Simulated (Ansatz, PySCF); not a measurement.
H2BO, SMILES `B[O+]` (excited triplet) (charge 1, multiplicity 3). This triplet is an excited state, 2.14 eV above the relaxed singlet at the level B3LYP-D3(BJ)/def2-TZVP (PySCF).

These are frozen-core CCSD(T)/6-31g // B3LYP-D3(BJ)/def2-TZVP run with Ansatz (a first-principles code) values and carry that method's errors.

Ansatz 0.2 input:
```yaml
crystal:
  periodic: [false, false, false]
  atoms:
    - { symbol: B, position_ang: [-0.013081, 0.00045, -0.000031] }
    - { symbol: O, position_ang: [1.367543, -0.047071, 0.002227] }
    - { symbol: H, position_ang: [-0.712872, -1.012181, -0.002204] }
    - { symbol: H, position_ang: [-0.641591, 1.058802, 0.00001] }
basis:
  gaussian: { orbitals: "6-31g" }
correlation:
  method: ccsd_t
total_charge: 1
magnetization:
  spin_polarized: true
  initial_magnetization: 2
```

Output:

```
Functional definition: HF
265 factors; integrals over basis functions are off by at most 2.8e-4 eV
mean field evaluation 1: about -2713.9407 eV, gradient 4.4e1 eV
mean field evaluation 2: about -2713.9501 eV, gradient 4.4e1 eV
mean field evaluation 4: about -2724.3051 eV, gradient 6.8e0 eV
mean field evaluation 8: about -2725.6915 eV, gradient 5.7e-1 eV
mean field evaluation 16: about -2725.7034 eV, gradient 3.1e-3 eV
mean field evaluation 32: about -2724.3037 eV, gradient 6.8e0 eV
mean field evaluation 64: about -2722.6442 eV, gradient 8.7e0 eV
mean field evaluation 96: about -2727.4233 eV, gradient 1.9e-6 eV
mean field evaluation 128: about -2725.7034 eV, gradient 1.9e-2 eV
mean field evaluation 160: about -2727.4233 eV, gradient 1.0e-3 eV
mean field evaluation 192: about -2725.6950 eV, gradient 6.1e-1 eV
mean field evaluation 224: about -2718.6443 eV, gradient 9.0e0 eV
mean field evaluation 256: about -2720.7364 eV, gradient 3.3e-4 eV
mean field evaluation 288: about -2715.5753 eV, gradient 1.4e1 eV
mean field evaluation 320: about -2717.0290 eV, gradient 1.3e1 eV
mean field evaluation 352: about -2717.6849 eV, gradient 1.2e1 eV
mean field evaluation 384: about -2718.0635 eV, gradient 1.7e-1 eV
mean field evaluation 416: about -2717.7512 eV, gradient 4.0e-1 eV
mean field evaluation 448: about -2725.9117 eV, gradient 2.1e-1 eV
mean field evaluation 480: about -2717.8842 eV, gradient 2.5e-3 eV
mean field evaluation 512: about -2721.7929 eV, gradient 7.4e-3 eV
mean field evaluation 544: about -2724.2517 eV, gradient 2.1e-3 eV
mean field -2727.42331276 eV, -100.2309580301 hartree, gradient 1.9e-6 eV, S^2 2.023775; 6 other end points of the search recorded, 0 dependent functions left out
determinant -2727.42331276 eV, -100.2309580301 hartree, with singles and doubles -2731.20418875 eV, -100.3699026597 hartree
determinant -2725.91372602 eV, -100.1754817407 hartree, with singles and doubles -2730.07258336 eV, -100.3283169289 hartree
determinant -2725.70344001 eV, -100.1677538722 hartree, with singles and doubles -2729.83996395 eV, -100.3197683233 hartree
determinant -2724.25168154 eV, -100.1144027327 hartree, with singles and doubles -2727.66655253 eV, -100.2398969265 hartree
2 core orbitals not correlated
reference -2727.42331276 eV, -100.2309580301 hartree; 6, 4 occupied and 14, 16 virtual orbitals, 265 factors
second order -2.91284595 eV of doubles, -0.00000000 eV of singles
cycle   1  -3.78077408 eV  change    1.0e-4 eV  update   9.9e-4
cycle   2  -3.78096270 eV  change   -1.9e-4 eV  update   6.0e-4
cycle   3  -3.78106064 eV  change   -9.8e-5 eV  update   2.1e-4
cycle   4  -3.78121215 eV  change   -1.5e-4 eV  update   1.2e-4
cycle   5  -3.78145791 eV  change   -2.5e-4 eV  update   5.2e-5
cycle   6  -3.78159633 eV  change   -1.4e-4 eV  update   2.1e-5
cycle   7  -3.78162579 eV  change   -2.9e-5 eV  update   9.5e-6
cycle   8  -3.78162532 eV  change    4.7e-7 eV  update   3.6e-6
perturbative correction -0.07457305 eV, -0.0027405090 hartree
Total energy: -2731.27951113 eV, -100.3726707065 hartree
```
